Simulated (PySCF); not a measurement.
Molecule: `c1ccc(CC)nc1`, C$_{7}$H$_{9}$N.

Structure with atom numbers: `[CH3:1][CH2:2][c:3]1[cH:4][cH:5][cH:6][cH:7][n:8]1`; H(Xn) means a hydrogen on atom n.

Geometry PBE0-D3(BJ)/def2-SVP throughout; GIAO in PySCF, gas phase, one conformer, non-relativistic; equivalent atoms averaged; functional PBE0.

**Question.** How do the absolute shieldings σ depend on the basis set? (a selection of nuclei; ppm; last column core-seconds on 1 thread of an Arm Neoverse V1, shared host)

**Answer.** 
| basis set | functions | C3 | C5 | C4 | C6 | C2 | N8 | H(C5) | H(C4) | H(C1) | core-s |
| --- | --- | --- | --- | --- | --- | --- | --- | --- | --- | --- | --- |
| STO-3G | 49 | 106.5 | 121.6 | 126.9 | 128.8 | 202.4 | 22.1 | 25.41 | 25.68 | 31.44 | 5.2 |
| pcSseg-0 | 90 | 18.2 | 48.4 | 60.6 | 62.5 | 156.4 | -113.5 | 25.40 | 25.71 | 31.27 | 9.8 |
| 6-31G | 90 | 40.8 | 69.1 | 79.9 | 81.7 | 165.3 | -66.5 | 25.09 | 25.38 | 31.07 | 11 |
| 6-31G* | 130 | 37.8 | 64.7 | 76.9 | 79.0 | 161.2 | -50.6 | 24.60 | 25.03 | 30.58 | 16 |
| cc-pVDZ | 157 | 33.3 | 61.9 | 74.4 | 75.9 | 161.4 | -60.3 | 23.85 | 24.30 | 30.00 | 22 |
| def2-SVP | 157 | 31.4 | 60.1 | 73.0 | 74.9 | 160.6 | -64.1 | 23.99 | 24.40 | 30.10 | 20 |
| pcSseg-1 | 181 | 14.8 | 42.8 | 57.3 | 58.8 | 149.1 | -91.9 | 23.66 | 24.19 | 29.87 | 22 |
| aug-cc-pVDZ | 265 | 31.1 | 61.0 | 74.7 | 75.7 | 160.2 | -59.9 | 23.64 | 24.10 | 30.00 | 50 |
| 6-311+G(2d,p) | 270 | 17.6 | 46.8 | 61.5 | 63.0 | 151.5 | -83.4 | 23.82 | 24.28 | 30.18 | 45 |
| def2-TZVP | 302 | 15.6 | 45.4 | 60.1 | 61.8 | 151.0 | -87.3 | 23.81 | 24.26 | 30.14 | 62 |

**Question.** Which nucleus among those listed moves most, in ppm?

**Answer.** N8 (pyridine-type ring nitrogen): from -113.5 ppm with pcSseg-0 to 22.1 ppm with STO-3G. The smallest spread is 1.57 ppm, at H(C1). Proton shifts span only some 12 ppm, so a few tenths of a ppm matter as much there as several ppm in carbon.

**Question.** Taking the largest basis, def2-TZVP (302 functions), as the yardstick, rank the others by their worst heavy-atom deviation.

**Answer.** 6-311+G(2d,p) 3.9 ppm (270 functions), pcSseg-1 4.6 ppm (181 functions), def2-SVP 23.2 ppm (157 functions), 6-31G 25.1 ppm (90 functions), pcSseg-0 26.2 ppm (90 functions), cc-pVDZ 27.0 ppm (157 functions), aug-cc-pVDZ 27.4 ppm (265 functions), 6-31G* 36.7 ppm (130 functions), STO-3G 109.4 ppm (49 functions).

A small basis that lands close on one nucleus may do so by chance; judge by the trend and by all nuclei.
